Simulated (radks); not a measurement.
All-electron atom: the manganese ion Mn5+ in [Ar] 3d2. All-electron calculation, scalar-relativistic Kohn-Sham, r2SCAN, spin-polarised, spherical densities, finite nucleus; open shells are filled with parallel spins first; meta-GGA in the generalised Kohn-Sham scheme; Fermi nuclear charge, rms radius 3.7057 fm. Program: a radial shooting solver on a logarithmic mesh with Libxc functionals.

X-ray form factor f0, the Fourier transform of the density (f0(0) = 20):

sin(theta)/lambda (1/angstrom)  f0 (electrons)
0.05                                    19.831
0.1                                     19.341
0.15                                    18.571
0.2                                     17.584
0.25                                    16.454
0.3                                     15.254
0.4                                     12.896
0.5                                     10.870
0.6                                      9.310
0.8                                      7.396
1                                        6.367
1.25                                     5.419
1.5                                      4.520
2                                        2.986
